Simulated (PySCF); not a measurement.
**Lu²⁺ (lutetium, charge +2): r2SCAN calculation**

Configuration: [Xe] 4f14 5d1, 2D determinant (an excited configuration). Computed with PySCF 2.14 in x2c-TZVPPall with one added diffuse shell each of s, p, d type (12s8p8d2f2g, 108 functions), with the spin-free X2C one-electron Hamiltonian (Gaussian nucleus).

| Item | Value |
| --- | --- |
| Total energy | -14562.82 hartree |
| One-electron energy | -19953.95 hartree |
| Hartree (Coulomb) energy | 5696.11 hartree |
| Exchange-correlation energy | -304.99 hartree |
| ⟨S²⟩ | 0.7516 |
| ⟨L²⟩ | 6.013 |
| Sum of ⟨r⟩ | 36.77 bohr |
| Sum of ⟨r²⟩ | 38.80 bohr² |
| Traceless quadrupole moment −½Σ⟨3z² − r²⟩ along its main axis | 1.79 e·bohr² |
| Langevin diamagnetic susceptibility | -30.7 ×10⁻⁶ cm³/mol |
| Time after the integrals | about 12 core-seconds |

```tsv
shell	electrons	mean orbital energy (eV)	spread (eV)	rms radius, mean of both spins (bohr)
1s β	1	-63141.6	0	0.0219
1s α	1	-63141.6	0	0.0219
2s α	1	-10784.3	0	0.0885
2s β	1	-10784.3	0	0.0885
2p α	3	-9513.2	0.026	0.0801
2p β	3	-9513.1	0.063	0.0801
3s β	1	-2465.2	0	0.227
3s α	1	-2465.2	0	0.227
3p β	3	-2080.0	0.123	0.228
3p α	3	-2080.0	0.115	0.228
3d α	5	-1604.1	0.108	0.208
3d β	5	-1604.1	0.133	0.208
4s α	1	-507.39	0	0.508
4s β	1	-507.38	0	0.508
4p α	3	-379.81	0.251	0.541
4p β	3	-379.81	0.288	0.541
4d α	5	-209.41	0.283	0.591
4d β	5	-209.40	0.358	0.591
5s α	1	-77.268	0	1.25
5s β	1	-77.002	0	1.25
5p α	3	-47.620	0.353	1.48
5p β	3	-47.147	0.930	1.48
4f α	7	-24.242	0.335	0.828
4f β	7	-24.148	0.439	0.828
5d α	1	-15.909	0	2.52
```

Spin-orbit coupling, absent here, splits the open shell strongly.

Densities and radii are taken from the X2C orbitals without a picture-change correction, which distorts them close to the nucleus.
